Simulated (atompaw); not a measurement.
## An all-electron radial function and its pseudo partner (silicon (Si))

Columns: radius, all-electron u(r) and pseudo u(r) of the 3p shell (level -4.08 eV) of silicon in the configuration [Ne] 3s2 3p2; PBE, scalar-relativistic, PAW (atompaw) scheme, atompaw 4.2.0.5.

```
r (bohr)  all-electron  pseudo
   0.067       -0.0566  0.0011
   0.135       -0.1471  0.0044
   0.202       -0.2156  0.0099
   0.269       -0.2519  0.0178
   0.337       -0.2577  0.0284
   0.404       -0.2391  0.0414
   0.471       -0.2030  0.0572
   0.538       -0.1551  0.0759
   0.606       -0.0990  0.0978
   0.673       -0.0399  0.1223
   0.740        0.0206  0.1496
   0.808        0.0814  0.1800
   0.875        0.1395  0.2121
   0.942        0.1949  0.2461
   1.010        0.2479  0.2820
   1.077        0.2965  0.3179
   1.144        0.3413  0.3539
   1.212        0.3830  0.3898
   1.279        0.4204  0.4237
   1.346        0.4543  0.4557
   1.413        0.4847  0.4852
   1.481        0.5121  0.5122
   1.548        0.5357  0.5357
   1.615        0.5561  0.5561
   1.683        0.5736  0.5736
   1.750        0.5880  0.5880
```

(1) How many radial nodes do the two functions have?

(2) Is the pseudo-wave norm-conserving?

## Answers

(1) The all-electron 3p function has n − l − 1 = 1; the pseudo-wave has 0, since the states of the same l below it are removed with the core.

(2) No, it belongs to a PAW set: the norm inside the radius is not constrained, and the difference is carried by the augmentation charge.
